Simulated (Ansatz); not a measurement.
`O[SiH](O)O[Si](F)(F)F` + HI → `F[Si](F)(F)I` + `O[SiH](O)O`  (ligand exchange at the Si–O bond)

Gas-phase electronic energies from Ansatz, PBE0-D4/def2-TZVP geometries. CCSD(T)/CBS adds triple-zeta CCSD(T) − MP2 to the extrapolated MP2 energy (def2 sets, frozen cores). def2 core potentials past Kr. For I outer-core shells are correlated without core-valence functions, which leaves a few kJ/mol of doubt a bond. One conformer a species, not always the lowest.

```tsv
species	CCSD(T)/CBS(def2) energy (Eh)
`O[SiH](O)O[Si](F)(F)F`	-1105.30661
HI	-298.03592
`F[Si](F)(F)I`	-886.14639
`O[SiH](O)O`	-517.17167
```

Question: Work out ΔE.

Answer: ΔE = (-886.14639) + (-517.17167) − (-1105.30661) − (-298.03592) = 0.02447 Eh = +0.67 eV.

Question: What do rigid-rotor, harmonic-oscillator terms from PBE0-D4/def2-TZVP frequencies (298.15 K, 1 bar) make of the CCSD(T)/CBS value? (Best estimate.)

Answer: Ansatz gave: ΔZPE = +0.10 eV, ΔH = +0.74 eV, ΔS = -3 J/(mol·K), ΔG = +0.75 eV. Modes under 50 cm⁻¹ make the entropy rough.

Largest T1 diagnostic among the species: 0.012.

Leaving LDA and LC-ωPBE aside and taking each functional with its dispersion term where it has one, the values, not all of them listed here, spread over 0.32 eV, from PBE-D4 to BHLYP-D4. LDA lies +0.09 eV from PBE without D4. From BLYP to BHLYP (50 % exact exchange), in def2-TZVPP and without D4, ΔE moves by +0.18 eV. At CCSD(T), def2-SVP lies +0.16 eV from the extrapolated value and def2-TZVPP +0.09 eV.
